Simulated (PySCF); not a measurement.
**Computed vibrations of [Ta(OH)4]+**

[Ta(OH)4]+ (singlet). PySCF 2.14.0, RKS PBE, Ta def2-SVP with ECP60, O def2-SVP, H def2-SVP; non-relativistic Hamiltonian with scalar-relativistic core potentials where named; density fitting; no spin-orbit coupling. Central differences of gradients.

```xyz
9

Ta    0.0000    0.0000   -0.1043
O     1.8509    0.0000    0.2513
H     2.7161    0.0000    0.6950
O     0.0000    1.8509    0.2513
H     0.0000    2.7161    0.6950
O    -1.8509    0.0000    0.2513
H    -2.7161    0.0000    0.6950
O     0.0000   -1.8509    0.2513
H     0.0000   -2.7161    0.6950
```

Run from Python with OMP_NUM_THREADS=2. Where DIIS fails, smearing, a level shift and second-order steps follow.
It took 53 s on 2 threads of Arm Neoverse V2, with other jobs on the host.

Task: What are the harmonic wavenumbers and infrared intensities?

Result: Modes are labelled in C4v; negative numbers are unstable modes, those under 60 cm⁻¹ near the noise; a finer grid moves soft modes by up to 10 cm⁻¹.
```csv
cm⁻¹,km/mol,symmetry
-300,–,a2
-290,–,e
-290,–,e
-211,–,b1
93,0.0,b2
139,12.4,a1
304,32.9,e
304,32.9,e
381,0.0,b2
470,0.0,b1
565,489.3,a1
609,140.4,e
609,140.4,e
699,0.0,b1
726,171.1,e
726,171.1,e
783,8.5,a1
3789,0.0,b1
3792,917.0,e
3792,917.0,e
3808,173.2,a1
```

Task: Is this a minimum?

Result: No: 4 unstable; the lowest moves the atoms so:
```
Ta   0.00  0.00  0.00
O    0.00 -0.05  0.00
H    0.00  0.50  0.00
O    0.05  0.00  0.00
H   -0.50  0.00  0.00
O    0.00  0.05  0.00
H    0.00 -0.50  0.00
O   -0.05  0.00  0.00
H    0.50  0.00  0.00
```
